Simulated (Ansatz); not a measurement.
`O[Si@H]1S[C@H]1F` + H₂ → `FC1[SiH2]S1` + H₂O at 700 K and 1 bar (hydrogenolysis of the Si–O bond).

Gas-phase electronic energies from Ansatz, PBE0-D4/def2-TZVP geometries. CCSD(T)/CBS adds triple-zeta CCSD(T) − MP2 to the extrapolated MP2 energy (def2 sets, frozen cores). This one scheme is used for every species. One conformer a species, not always the lowest.

```
           species  CCSD(T)/CBS energy (Eh)  H − E (kJ/mol)  S (J/(mol·K))
`O[Si@H]1S[C@H]1F`               -901.71322           182.9          427.0
                H₂                 -1.17544            46.8          155.3
     `FC1[SiH2]S1`               -826.47756           154.0          381.8
               H₂O                -76.37941            80.5          218.4
```

H − E and S are ideal-gas, rigid-rotor, harmonic terms from PBE0-D4/def2-TZVP, for one conformer and one mirror image of each species. The MP2-based limit puts H₂ 0.8 mEh under its directly extrapolated value; such offsets cancel only in part. 1 Eh = 2625.50 kJ/mol, R = 8.31446 J/(mol·K).

Problem. By hand: ΔE, ΔH, ΔS and ΔG.

Solution. ΔE = (-826.47756) + (-76.37941) − (-901.71322) − (-1.17544) = 0.03169 Eh = 83.2 kJ/mol. Δ(H − E) = 154.0 + 80.5 − 182.9 − 46.8 = 4.8, so ΔH = 88.0 kJ/mol. ΔS = 381.8 + 218.4 − 427.0 − 155.3 = 17.9 J/(mol·K). ΔG = 88.0 − 700 × (17.9)/1000 = 75.5 kJ/mol.

Problem. By hand: the equilibrium constant, and the temperature at which ΔG would vanish if ΔH and ΔS stayed fixed.

Solution. log₁₀ K = −ΔG/(RT ln 10) = -5.6. ΔG = 0 at ΔH/ΔS = 4916 K, far beyond where these terms or the molecules hold.

ΔH outweighs TΔS. A doubt of 5 kJ/mol in ΔE shifts log₁₀ K by 0.4 here. Other conformers and mirror images would add mixing entropy, several J/(mol·K) or more a flexible species. These are equilibria of isolated gas molecules and say nothing of rates. Largest T1 diagnostic: 0.014 (customary marks: 0.02 for closed shells, 0.045 for open ones).
